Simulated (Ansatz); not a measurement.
CH4BFO2 (`COB(O)F`), 9 atoms. Total charge 0; spin multiplicity 1. All runs use 2 threads of a server CPU on a shared host. Correlated methods freeze the cores.

(1) How many basis functions does each run have, and how long does it take in Ansatz? RKS BHLYP-D4/def2-TZVPP energy; RKS PBE0-D4/def2-TZVP relaxation (7 steps); direct RPA on PBE orbitals/def2-TZVPP energy; RKS ωB97M-V/def2-SVP energy; RHF-CCSD(T)/def2-TZVPP energy; RKS ωB97M-V/def2-QZVPP energy; RHF-CCSD(T)/def2-SVP energy; RHF-MP2/def2-QZVPP energy; RKS CAM-B3LYP-D4/def2-TZVPP energy; RKS PBE-D4/def2-TZVPP energy and forces; RKS B3LYP-D4/def2-TZVPP energy and forces; RKS PBE0-D4/def2-TZVP frequencies. (Estimate.)

Results:

(1) The calculation gave: Other jobs shared the machine, so times are rough.

```json
{"level": "RKS PBE-D4/def2-TZVPP", "job": "energy and forces", "functions": "211", "wall time": "4.3 s", "peak host memory (GiB)": "0.25"}
{"level": "RKS BHLYP-D4/def2-TZVPP", "job": "energy", "functions": "211", "wall time": "4.8 s", "peak host memory (GiB)": "0.43"}
{"level": "RKS CAM-B3LYP-D4/def2-TZVPP", "job": "energy", "functions": "211", "wall time": "5.5 s", "peak host memory (GiB)": "0.52"}
{"level": "RKS ωB97M-V/def2-SVP", "job": "energy", "functions": "90", "wall time": "5.5 s", "peak host memory (GiB)": "0.26"}
{"level": "direct RPA on PBE orbitals/def2-TZVPP", "job": "energy", "functions": "211", "wall time": "8.5 s", "peak host memory (GiB)": "0.45"}
{"level": "RKS B3LYP-D4/def2-TZVPP", "job": "energy and forces", "functions": "211", "wall time": "8.5 s", "peak host memory (GiB)": "0.46"}
{"level": "RHF-CCSD(T)/def2-SVP", "job": "energy", "functions": "90", "wall time": "10 s", "peak host memory (GiB)": "0.38"}
{"level": "RKS ωB97M-V/def2-QZVPP", "job": "energy", "functions": "405", "wall time": "22 s", "peak host memory (GiB)": "1.3"}
{"level": "RHF-MP2/def2-QZVPP", "job": "energy", "functions": "405", "wall time": "39 s", "peak host memory (GiB)": "2"}
{"level": "RKS PBE0-D4/def2-TZVP", "job": "relaxation (7 steps)", "functions": "179", "wall time": "52 s", "peak host memory (GiB)": "0.4"}
{"level": "RKS PBE0-D4/def2-TZVP", "job": "frequencies", "functions": "179", "wall time": "2.7 min", "peak host memory (GiB)": "0.45"}
{"level": "RHF-CCSD(T)/def2-TZVPP", "job": "energy", "functions": "211", "wall time": "2.7 min", "peak host memory (GiB)": "3.3"}
```

B3LYP here is the variant with VWN-RPA as its local correlation; programs differ in this.
